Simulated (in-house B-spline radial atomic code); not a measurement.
# Removing one electron from Zn28+

Closed shell 1s2. Computed with a B-spline radial code for spherical atoms: Koopmans values of Dirac-Hartree-Fock plus a diagonal self-energy, in second order or with its direct term screened (direct RPA, with the hole-particle interaction, or full time-dependent Hartree-Fock), linearised in energy; no-pair Dirac-Coulomb Hamiltonian, finite nucleus. Shifts add to the Koopmans value (the ΔSCF shift is orbital relaxation alone); the final value takes TDHF screening with Breit and QED.

Command:
```bash
python run_mb.py task.json out
```
Settings (nuclear radius in fm, box in bohr, cutoff in hartree):
```
basis_form          2
Z                   30
core_configuration  1s2
rms_radius          3.9283
mass_number         64
speed_of_light      137.036
box_radius          3.743
lmax                7
intervals           59
virtual_cutoff      3600.0
```

Time taken, with all properties: 1 s on 1 thread of AMD EPYC 7571 (shared host).

Energies in eV:

```json
{"subshell": "1s1/2", "Koopmans": "11880.58", "ΔSCF shift": "-1.575", "second order": "?", "direct RPA": "?", "hole-particle": "?", "TDHF": "?", "Breit + QED": "?", "final": "?"}
```

**Question.** What does the self-energy do to 1s1/2?

**Answer.** It shifts the removal energy by -0.435 eV in second order, -0.386 with direct RPA, -0.448 with the hole-particle term and -0.458 with TDHF screening (quasi-particle weight 1.000); Breit and QED add -15.643 eV. The final value is 11864.48 eV, against 11864.940 ± 0.0014 eV (NIST, tabulated theory). Recoil and two-electron QED terms are left out.
